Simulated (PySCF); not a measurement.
Input and output of a scripted DFT run

The script drives PySCF SCF with an in-house response code with single-precision fitted integrals, so total energies wander by about 1e-6 Eh between cycles (the fitting error itself is about 1e-3 Eh and cancels in differences); atoms count from 0. Kgrid is the grid level of the response kernel; vcut the energy (Eh) above which virtual orbitals leave the response; delta the states run by ΔSCF (the anion only where the lumo is low enough to bind); pop asks for populations, which are stored and not printed; grid is the SCF grid level (2 if not given); scf holds typed SCF options (damp: damping in the first 6 cycles, aux: fitting basis, conv: energy tolerance).

The basis has no diffuse functions, so the polarisability comes out too low. Without diffuse functions Rydberg states are missing, so unbound LUMOs, wide gaps and states within about 2 eV of the ionisation energy come out too high, and electron affinities are rough.

Job and coordinates (Å):

```
{"job": {"kind": "uv", "basis": "6-31G*", "grid": 1, "kgrid": 1, "vcut": 1.5, "nstates": 16, "ntriplets": 0, "tda": true, "delta": ["ip_vertical"], "pop": false, "xc": "CAM-B3LYP", "scf": {"conv": 1e-06}}, "charge": 0, "multiplicity": 1}
O     -0.506764    -1.538385     0.511419
S      0.576587    -1.006127     1.294667
O      0.831038    -1.646620     2.562800
C      2.117436    -1.009772     0.385168
C      3.095164    -0.104917     0.743057
C      4.305019    -0.123935     0.068811
C      4.515884    -1.045984    -0.943494
C      3.524995    -1.952152    -1.286723
C      2.314433    -1.938732    -0.615435
C      0.168196     0.709405     1.681770
C      0.367622     1.161768     2.974632
C     -0.015465     2.449298     3.316201
C     -0.597104     3.276384     2.366724
C     -0.793257     2.818904     1.073183
C     -0.408604     1.532288     0.737568
S     -0.575991     1.001422    -0.979814
O     -0.889375     2.192812    -1.731761
O      0.637466     0.315532    -1.337057
C     -2.001181    -0.075011    -1.082860
C     -1.984763    -1.144956    -1.953215
C     -3.107985    -1.948494    -2.047047
C     -4.226538    -1.666668    -1.278805
C     -4.229553    -0.584036    -0.414533
C     -3.107996     0.222837    -0.315351
H      2.908256     0.607532     1.533081
H      5.079691     0.581950     0.328250
H      5.459206    -1.056940    -1.469125
H      3.694580    -2.662559    -2.081788
H      1.511890    -2.615524    -0.860704
H      0.808677     0.484772     3.690196
H      0.137037     2.805496     4.323324
H     -0.895358     4.278853     2.632076
H     -1.227301     3.439443     0.304041
H     -1.089274    -1.337952    -2.521535
H     -3.110347    -2.798364    -2.712445
H     -5.101729    -2.295176    -1.352655
H     -5.102256    -0.371911     0.184696
H     -3.088537     1.069910     0.354432
```

Command:

```bash
OMP_NUM_THREADS=2 python large_run.py task.json out
```

**Question.** What does the program print?

**Answer.** 
```
final grid: 146524 points
cycle   1  E = -1790.3488587885  dE =  7.256e+00  |g| = 1.683e+00  |ddm| = 7.024e+00
cycle   2  E = -1789.4455486252  dE =  9.033e-01  |g| = 2.813e+00  |ddm| = 4.962e+00
cycle   3  E = -1790.9080272017  dE = -1.462e+00  |g| = 2.422e-01  |ddm| = 3.409e+00
cycle   4  E = -1790.9181208305  dE = -1.009e-02  |g| = 1.496e-01  |ddm| = 4.718e-01
cycle   5  E = -1790.9233328153  dE = -5.212e-03  |g| = 3.453e-02  |ddm| = 1.804e-01
cycle   6  E = -1790.9235735625  dE = -2.407e-04  |g| = 9.835e-03  |ddm| = 4.179e-02
cycle   7  E = -1790.9235901574  dE = -1.659e-05  |g| = 3.713e-03  |ddm| = 1.320e-02
cycle   8  E = -1790.9235940878  dE = -3.930e-06  |g| = 7.377e-04  |ddm| = 4.399e-03
cycle   9  E = -1790.9235930965  dE =  9.913e-07  |g| = 1.924e-04  |ddm| = 1.287e-03
converged SCF energy = -1790.9235930965
Vertical ionisation energy (delta-SCF) = 8.8214 eV   <S^2> = 0.761

Static polarisability (au): isotropic 210.331, principal 142.513 231.795 256.686

Singlet excitations
state   eV       nm        f      main configurations
  1   5.4471    227.6   0.04845   H-5->L 0.34, H->L 0.33, H-7->L+1 0.11
  2   5.5563    223.1   0.00647   H-2->L+3 0.18, H-1->L+4 0.17, H-3->L+2 0.16
  3   5.5712    222.5   0.00573   H-2->L+2 0.20, H->L+4 0.18, H-3->L+3 0.17
  4   5.7151    216.9   0.01265   H->L 0.59, H-5->L 0.17
  5   5.7546    215.5   0.07217   H-1->L 0.62, H-4->L 0.15
  6   5.8780    210.9   0.04145   H-4->L 0.58, H-1->L 0.17
  7   6.0811    203.9   0.04663   H-2->L 0.60, H-6->L 0.21
  8   6.1823    200.5   0.00001   H-3->L 0.75
  9   6.2975    196.9   0.07445   H-6->L 0.28, H-2->L 0.17, H->L+1 0.17
 10   6.3394    195.6   0.00051   H-8->L 0.62, H-3->L 0.09
 11   6.4331    192.7   0.02456   H-7->L 0.55, H-5->L+1 0.15
 12   6.4695    191.6   0.07644   H->L+3 0.25, H-1->L+1 0.23, H-1->L+2 0.20
 13   6.4724    191.6   0.06518   H-6->L 0.38, H->L+1 0.14, H->L+2 0.11
 14   6.5933    188.0   0.05025   H->L+1 0.49, H->L+2 0.20, H-1->L+3 0.09
 15   6.6385    186.8   0.00035   H-1->L+1 0.34, H-4->L+1 0.26
 16   6.8556    180.9   0.06295   H-1->L+1 0.24, H-4->L+1 0.24, H-7->L+1 0.17
```

**Question.** Roughly how long does this take on 2 threads of Intel Xeon @ 2.50GHz (shared host), and how large is the basis?

**Answer.** About 5.4 min of wall time, peak memory 1.5 GiB; 372 basis functions and 1488 fitting functions.
